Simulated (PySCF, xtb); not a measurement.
B(CCH)(Me)(OH) (C3H5BO), SMILES C#CB(C)O.

xtb with GFN2-xTB at its own geometry gives an orbital gap of 4.82 eV and a dipole moment of 1.41 D.

Coordinates come from a PBE-D3(BJ)/def2-SVP optimisation. This is a generated structure with no PubChem entry under its InChIKey; it may be hypothetical. The values are those of a single conformer.

Problem. What does r2SCAN/def2-TZVP (PySCF) give? (The exact figures need the calculation; the answer reports its results.)

Solution. gap 5.42 eV (levels -7.14 and -1.72 eV), dipole 1.44 D.
